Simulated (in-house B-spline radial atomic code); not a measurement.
Computed with a B-spline radial atomic code. Model: two electrons, singlet ground state, non-relativistic, full CI in B-splines with partial waves to l = 8 (at full coupling up to 3e-4 hartree above the limit, correlation up to 0.6 % small), density held at that of full coupling by Lieb maximisation.

W(λ) is the mean repulsion in the state of coupling λ less the Hartree energy of the fixed density. Its start is exact exchange, its initial slope is twice the second-order Görling-Levy correlation energy, and its area from 0 to 1 is E_xc. A straight curve means weak, dynamic correlation, and a curve that drops fast and flattens means strong correlation.

Command:
```bash
python run_ac.py task.json out
```
Settings (lengths in bohr, energies in hartree):
```
potential              gauss
strength               0.332
lmax                   8
second                 11.9
```

Cost of the run: 68 s on 1 thread of Intel(R) Xeon(R) Processor @ 2.30GHz, on a shared host.

**W = mean repulsion less Hartree energy, and W of three functionals.**

Given: confinement Gaussian well; well depth 0.332 hartree; well width 11.9 bohr; external potential -V exp(-r^2/w^2).

Computed: LDA exchange minus exact 21.712 millihartree; SCAN exchange minus exact 0.20298 millihartree.

| coupling | W xc (hartree) | W xc minus exchange (millihartree) | kinetic minus Kohn-Sham (millihartree) | LDA (PW92) W minus its exchange (millihartree) | PBE W minus its exchange (millihartree) | SCAN W minus its exchange (millihartree) |
| --- | --- | --- | --- | --- | --- | --- |
| 0 | -0.15162 | 0 | 0 | 0 | 0 | 0 |
| 0.02 | -0.1536 | -1.983 | 0.02 | -7.61 | -3.17 | -1.82 |
| 0.05 | -0.15636 | -4.736 | 0.12 | -14.23 | -7.03 | -4.3 |
| 0.12 | -0.16189 | -10.266 | 0.58 | -24.38 | -14.01 | -9.29 |
| 0.25 | -0.16964 | -18.021 | 1.98 | -36.18 | -23.18 | -16.52 |
| 0.4 | -0.1759 | -24.283 | 3.99 | -45.05 | -30.58 | -22.72 |
| 0.6 | ? | ? | ? | ? | ? | ? |
| 0.8 | -0.1856 | -33.974 | 9.57 | -58.95 | -42.8 | -33.21 |
| 1 | -0.18853 | -36.908 | 12.2 | -63.4 | -46.82 | -36.59 |
| 1.4 | -0.19262 | -41 | 17.05 | -69.89 | -52.76 | -41.39 |
| 2 | -0.19648 | -44.854 | 23.51 | -76.38 | -58.78 | -45.82 |
| 3 | ? | ? | ? | ? | ? | ? |
| 4.5 | -0.20348 | -51.857 | 44.62 | -89.25 | -70.88 | -52.85 |
| 7 | -0.2064 | -54.779 | 61.04 | -95.08 | -76.41 | -55.09 |

Q: What belongs in the row 0.6?

A: W xc (hartree): -0.18162; W xc minus exchange (millihartree): -30.002; kinetic minus Kohn-Sham (millihartree): 6.81; LDA (PW92) W minus its exchange (millihartree): -53.15; PBE W minus its exchange (millihartree): -37.63; SCAN W minus its exchange (millihartree): -28.78.

Q: What belongs in the row 3?

A: W xc (hartree): -0.20026; W xc minus exchange (millihartree): -48.643; kinetic minus Kohn-Sham (millihartree): 32.8; LDA (PW92) W minus its exchange (millihartree): -83.16; PBE W minus its exchange (millihartree): -65.13; SCAN W minus its exchange (millihartree): -49.87.

Q: What is the PBE exchange minus exact?

A: 6.2887 millihartree.

**Energy parts, natural occupations and partial-wave weights.**

Computed: total energy -0.3267 hartree; exchange energy -0.15162 hartree; correlation energy -0.02471 hartree; kinetic part of the DFT correlation energy 0.012198 hartree; initial slope twice GL2 -0.10212 hartree; kinetic part over minus potential part 0.33049; Hartree energy 0.30324 hartree.

```
natural  occupation of the shell (electrons)
      s                               1.7507
      p                               0.2337
      s                                    ?
      d                           0.00029625
      p                           0.00016733
      f                           5.2048e-05
```

Q: What belongs in the row s?

A: occupation of the shell (electrons): 0.015043.

| wave | weight |
| --- | --- |
| s | 0.88287 |
| p | ? |
| d | 0.00015533 |
| f | 2.8869e-05 |
| g | 6.9141e-06 |

Q: What belongs in the row p?

A: weight: 0.11694.

Q: What is the Kohn-Sham kinetic?

A: 0.055227 hartree.

Q: What is the Lieb Oxford ratio E_xc over LDA exchange?

A: 1.3573.

Half-way to full coupling W has made 74 % of its drop, against 50 % for a straight line, and second-order (GL2) theory, half the initial slope, overshoots the correlation energy by about 107 %: correlation is strong. Over couplings 0 to 1 the errors in E_xc come to about +1.2 millihartree for LDA, -0.3 millihartree for PBE, +1.2 millihartree for SCAN, so PBE is nearest. In LDA and PBE the errors of exchange and correlation have opposite signs, so the sum is smaller than the larger of the two.
